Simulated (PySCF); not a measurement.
Deuteron quadrupole couplings in `CS[SiH2]C#C[SiH3]`

C₃H₈SSi₂.
Atom-mapped SMILES: `[CH3:1][S:2][SiH2:3][C:4]#[C:5][SiH3:6]` (hydrogens: H7, H8, H9 on C1; H10, H11 on Si3; H12, H13, H14 on Si6)

Cartesian coordinates in Å at the GFN2-xTB level; atoms count from 1:
```
atom  x, y, z in Å
C1    -2.4072   -0.4783    0.5904
S2    -2.3997   -0.6516   -1.2204
Si3   -0.9184    0.8296   -1.7279
C4     0.5935    0.4437   -0.7390
C5     1.5346    0.1292   -0.0430
Si6    2.9867   -0.3431    1.0047
H7    -2.7513    0.5152    0.8622
H8    -3.0932   -1.2253    0.9752
H9    -1.4064   -0.6525    0.9750
H10   -0.7187    0.6573   -3.1562
H11   -1.4252    2.1416   -1.3271
H12    2.5255   -1.3250    1.9895
H13    3.4689    0.8717    1.6670
H14    4.0103   -0.9131    0.1274
```

Level: PBE0/pcSseg-1 (PySCF, non-relativistic); Q(2H) = 0.00286 b; rigid geometry, the same for H and D, with no vibrational averaging.

Question: Rank these positions by the coupling χzz of a deuteron there, largest first.
A. H10 (Si–H hydrogen)
B. H8 (methyl hydrogen)
C. H13 (Si–H hydrogen)
D. H9 (methyl hydrogen)

Answer: B (214 kHz), D (208 kHz), A (113 kHz), C (107 kHz).

Question: Give the electric field gradient Vzz (the principal value of largest size), its asymmetry and the 2H coupling at each hydrogen.

Answer: 
| atom | bonded to | bond length (Å) | Vzz (au) | η | χzz (kHz) |
| --- | --- | --- | --- | --- | --- |
| H7 | C1 | 1.086 | 0.3142 | 0.04 | 211 |
| H8 | C1 | 1.085 | 0.3178 | 0.05 | 214 |
| H9 | C1 | 1.086 | 0.3099 | 0.03 | 208 |
| H10 | Si3 | 1.452 | 0.1682 | 0.01 | 113 |
| H11 | Si3 | 1.462 | 0.1611 | 0.01 | 108 |
| H12 | Si6 | 1.465 | 0.1595 | 0.01 | 107 |
| H13 | Si6 | 1.465 | 0.1594 | 0.01 | 107 |
| H14 | Si6 | 1.464 | 0.1605 | 0.01 | 108 |

Question: Average by the element that carries the hydrogen.

Answer: on C: 211 kHz over 3 positions, mean bond length 1.086 Å; on Si: 109 kHz over 5 positions, mean bond length 1.462 Å.

Question: Give the 2H NMR doublet splittings at H8 for a magnetic field along the z, y and x axes of the gradient: 3χ/2, 3χ(1 + η)/4, 3χ(1 − η)/4.

Answer: With |χ| = 213.5 kHz and η = 0.045: 320, 167 and 153 kHz, to first order and without motion.

Geometry: GFN2-xTB, one conformer, isolated molecule. GFN2-xTB bond lengths can be off by several hundredths of an ångström, more for odd bonds, and the gradients follow them. With so small a basis the couplings can be 20 % off.
